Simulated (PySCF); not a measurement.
Atomic charges by several schemes

C4H9BS.
Atom-mapped SMILES: `[CH2:1]=[CH:2][CH2:3][BH:4][S:5][CH3:6]` (hydrogens: H7, H8 on C1; H9 on C2; H10, H11 on C3; H12 on B4; H13, H14, H15 on C6)

Cartesian coordinates in Å at the PBE0-D3(BJ)/def2-SVP level; atoms count from 1:
```xyz
15
C4H9BS angstrom
C      2.3367   -0.2197    0.8481
C      1.8691    0.0291   -0.3767
C      0.5064    0.5644   -0.6918
B     -0.3345   -0.4610   -1.5397
S     -2.0235   -0.9228   -1.2786
C     -2.5834   -0.0098    0.1888
H      3.3371   -0.6319    1.0027
H      1.7372   -0.0183    1.7422
H      2.5061   -0.1988   -1.2407
H      0.6085    1.4547   -1.3464
H     -0.0013    0.9030    0.2240
H      0.1521   -1.0174   -2.4976
H     -1.9653   -0.2533    1.0632
H     -3.6174   -0.3203    0.3875
H     -2.5661    1.0736    0.0112
```

Density: PBE0/pcSseg-1 (PySCF); schemes: Mulliken, IAO, Hirshfeld and ESP-fitted. Geometry: PBE0-D3(BJ)/def2-SVP, one conformer, isolated molecule.

Task: Atoms with like bonding are taken together and averaged. Do the Mulliken, IAO, Hirshfeld and ESP-fitted schemes agree on where the charge is lowest?

Result: The schemes don't all agree: Mulliken C6 (-0.416); IAO C6 (-0.506); Hirshfeld C3 (-0.139); ESP-fitted C1 (-0.500).

Task: Which atoms carry the highest charge in the Mulliken, IAO, Hirshfeld and ESP-fitted schemes?

Result: The schemes don't all agree: Mulliken B4 (+0.212); IAO H13/H14/H15 (+0.160); Hirshfeld B4 (+0.093); ESP-fitted B4 (+0.207).

Task: Tabulate the Mulliken, IAO, Hirshfeld and ESP-fitted charges.

Result: In e; atoms taken as equivalent share a row and are averaged (×n: the atom named and its like, n in all):

```
       atom                environment  Mulliken     IAO  Hirshfeld  ESP-fitted
         C1       terminal =CH2 carbon    -0.180  -0.331     -0.116      -0.500
         C2           alkene CH carbon    -0.253  -0.109     -0.033      -0.163
         C3  sp3 carbon bound to boron    -0.384  -0.401     -0.139      +0.069
         B4     three-coordinate boron    +0.212  -0.045     +0.093      +0.207
         S5   sulfur bonded to B and C    -0.141  +0.159     -0.003      -0.213
         C6            S-methyl carbon    -0.416  -0.506     -0.113      -0.279
         H7           vinylic hydrogen    +0.121  +0.148     +0.044      +0.197
         H8           vinylic hydrogen    +0.109  +0.136     +0.040      +0.197
         H9           vinylic hydrogen    +0.117  +0.141     +0.046      +0.136
    H10/H11         methylene hydrogen    +0.141  +0.151     +0.045      +0.024
        H12               B–H hydrogen    +0.054  +0.023     -0.060      -0.088
H13/H14/H15            methyl hydrogen    +0.159  +0.160     +0.050      +0.130
```

Mean size of the charges over all atoms: IAO 0.185 e, Mulliken 0.183 e, ESP-fitted 0.166 e, Hirshfeld 0.062 e. Each set sums to the total charge, 0, to within 0.001 e. The ESP scheme fits charges at the nuclei, held to the total charge, to the electrostatic potential on points at 1.4 to 2.0 times the van der Waals radii. The IAO scheme projects the occupied orbitals on a minimal set of polarised atomic orbitals and counts the electrons in each atom's part of it.

Some averages cover members that differ in this geometry: H13/H14/H15, ESP-fitted +0.104 to +0.155; H10/H11, IAO +0.134 to +0.169; H10/H11, Mulliken +0.126 to +0.157 e.

Task: Sum the charges by element, for elements with more than one atom.

Result: 
```csv
element,atoms,Mulliken,IAO,Hirshfeld,ESP-fitted
C,4,-1.232,-1.346,-0.401,-0.874
H,9,+1.161,+1.232,+0.311,+0.880
```

Task: How closely do the schemes follow one another over all atoms?

Result: Correlation coefficient and root-mean-square difference: Mulliken with Hirshfeld 0.90, 0.146 e; IAO with Hirshfeld 0.86, 0.166 e; Mulliken with IAO 0.85, 0.119 e; Hirshfeld with ESP-fitted 0.72, 0.157 e; Mulliken with ESP-fitted 0.67, 0.164 e; IAO with ESP-fitted 0.59, 0.193 e.
